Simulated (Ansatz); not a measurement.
Relaxation of BClFH3O2 (8 atoms, charge 0, multiplicity 1), to a largest force component of 0.03 eV/Å in at most 50 steps.

The calculation used RHF/def2-SVP in Ansatz 0.2.0.

```xyz
8
Properties=species:S:1:pos:R:3:forces:R:3
B -0.038 -0.430 -0.138 -0.01 -0.25 0.26
Cl 0.051 -0.779 1.675 -0.01 0.00 -0.36
O 1.088 -0.416 -0.850 -0.07 -0.05 -0.01
H 1.892 -0.549 -0.375 -0.04 0.03 0.04
O -1.233 -0.317 -0.718 0.04 -0.06 -0.01
H -1.985 -0.353 -0.150 0.07 0.01 0.01
F 0.044 1.991 0.588 0.04 0.21 0.45
H 0.101 1.782 1.472 -0.02 0.11 -0.37
```

Where does it end, and by what steps?

The forces met the threshold. After 12 steps the energy has fallen by 0.086 eV; F7 moved furthest, 0.59 Å.

```json
{"step": "0", "energy less start (eV)": "0.0000", "largest force component (eV/Å)": "0.450", "accepted": "yes"}
{"step": "1", "energy less start (eV)": "-0.0484", "largest force component (eV/Å)": "0.524", "accepted": "yes"}
{"step": "2", "energy less start (eV)": "-0.0618", "largest force component (eV/Å)": "0.887", "accepted": "yes"}
{"step": "3", "energy less start (eV)": "-0.0451", "largest force component (eV/Å)": "1.495", "accepted": "no"}
{"step": "4", "energy less start (eV)": "-0.0743", "largest force component (eV/Å)": "0.777", "accepted": "yes"}
{"step": "5", "energy less start (eV)": "-0.0792", "largest force component (eV/Å)": "0.333", "accepted": "yes"}
{"step": "6", "energy less start (eV)": "-0.0836", "largest force component (eV/Å)": "0.241", "accepted": "yes"}
{"step": "7", "energy less start (eV)": "-0.0833", "largest force component (eV/Å)": "0.182", "accepted": "no"}
{"step": "8", "energy less start (eV)": "-0.0852", "largest force component (eV/Å)": "0.159", "accepted": "yes"}
{"step": "9", "energy less start (eV)": "-0.0860", "largest force component (eV/Å)": "0.069", "accepted": "yes"}
{"step": "10", "energy less start (eV)": "-0.0860", "largest force component (eV/Å)": "0.068", "accepted": "yes"}
{"step": "11", "energy less start (eV)": "-0.0861", "largest force component (eV/Å)": "0.037", "accepted": "yes"}
{"step": "12", "energy less start (eV)": "-0.0861", "largest force component (eV/Å)": "0.007", "accepted": "yes"}
```

```xyz
8
Properties=species:S:1:pos:R:3
B -0.050 -0.564 -0.202
Cl 0.047 -0.644 1.615
O 1.071 -0.600 -0.919
H 1.878 -0.636 -0.433
O -1.242 -0.505 -0.792
H -1.992 -0.473 -0.220
F 0.092 2.486 0.900
H 0.114 1.866 1.556
```

Whether the end is a true minimum wasn't checked by a vibrational analysis.

The run took 33 s on 1 thread of AMD EPYC 7R43 64-Core Processor (Zen 3), on a shared host, peak memory 0.17 GiB.
